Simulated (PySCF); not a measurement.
# Two-component Hartree-Fock for C (carbon, neutral)

Start: [He] 2s2 2p2; 2p1/2 filled at m_j = -1/2, +1/2. Calculated with PySCF 2.14 in x2c-TZVPall-2c (5s3p2d1f, 31 functions): generalised Hartree-Fock with the X2C-1e Hamiltonian and a Gaussian nucleus; one run each with spin-orbit coupling (SO) switched off, then screened by Boettger's factors.

| spinor shell | electrons | ε, spin-free (eV) | ε, screened SO (eV) | weight of nominal j (screened SO) | rms radius, screened SO (bohr) |
| --- | --- | --- | --- | --- | --- |
| 1s1/2 | 2 | -308.23 | -308.22 | 1.000 | 0.312 |
| 2s1/2 | 2 | -19.195 | -19.194 | 1.000 | 1.76 |
| 2p1/2 | 2 | -11.867 | -11.868 | 0.501 | 1.92 |

| quantity | spin-free | screened SO |
| --- | --- | --- |
| E (hartree) | -37.70471 | -37.70480 |
| M_J | 0 | 0 |
| ⟨J²⟩ | 2.010 | 2.004 |
| ⟨L²⟩ | 2.004 | 2.004 |
| ⟨S²⟩ | 2.006 | 2.006 |

The determinant has a definite M_J but mixes levels of different J.

Each row is a mean over spinors that exchange with the open shell spreads, by up to 6.671 eV (2s1/2).

Rows whose weight is well below 1 are mixtures of j = l ± 1/2: exchange outweighs spin-orbit coupling there, and the label is only the starting occupation.

Without spin-orbit coupling the j labels of p, d and f shells carry no meaning; the spin-free column gives the mean over the occupied spinors of each nl shell.
